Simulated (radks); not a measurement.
Problem. The carbon ion C3+, [He] 2s1. Calculated with a radial shooting solver on a logarithmic mesh with Libxc functionals: non-relativistic Kohn-Sham, PBE, spin-polarised, spherical densities, point nucleus. Every spin shell is full or empty, so the densities are truly spherical. Functionals are evaluated on that one density, not self-consistently. Rank these exchange functionals by their error against the exact value of the orbitals, and give that value: LDA, PBE, PW91, OPTX, WC, SOGGA, SCAN, MS2.

Solution. Exact: -3.94226 hartree. From best to worst, with 100 (|E| - |E exact|)/|E exact| (equal figures are ties): SCAN -0.10, OPTX -0.14, MS2 +0.44, PW91 -0.96, PBE -1.28, WC -3.31, SOGGA -5.76, LDA -13.31.
